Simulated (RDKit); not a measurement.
Job for RDKit: MMFF94 on CH4N2 (a complex), monomers drawn apart or pushed together.

```python
from rdkit import Chem
from rdkit.Chem import AllChem, rdDetermineBonds

blocks = [
'''4

N    -0.31427800    0.02623652    0.01268526
H    -1.18799914    0.43655034   -0.29924487
H     0.43631362    0.58911489   -0.37307976
H    -0.24708554   -0.89372789   -0.40943434
''',
'''3

C    -0.07326480   -0.19261767    4.81793048
N    -0.01719811   -0.24346735    5.96311172
H    -0.12671974   -0.14427378    3.73396960
''',
]
mol = None
for b in blocks:
    f = Chem.MolFromXYZBlock(b)
    rdDetermineBonds.DetermineBonds(f, charge=0)
    mol = f if mol is None else Chem.CombineMols(mol, f)
Chem.SanitizeMol(mol)
print(Chem.MolToSmiles(Chem.RemoveHs(mol)))
ff = AllChem.MMFFGetMoleculeForceField(mol, AllChem.MMFFGetMoleculeProperties(mol), nonBondedThresh=100.0, ignoreInterfragInteractions=False)
e = ff.CalcEnergy()
print(f'MMFF94 energy {e:.6f} kcal/mol')
```

Program output:

```
C#N.N
MMFF94 energy -1.684694 kcal/mol
```

The run finished.

Cost: around 0.05 core-seconds (rough).
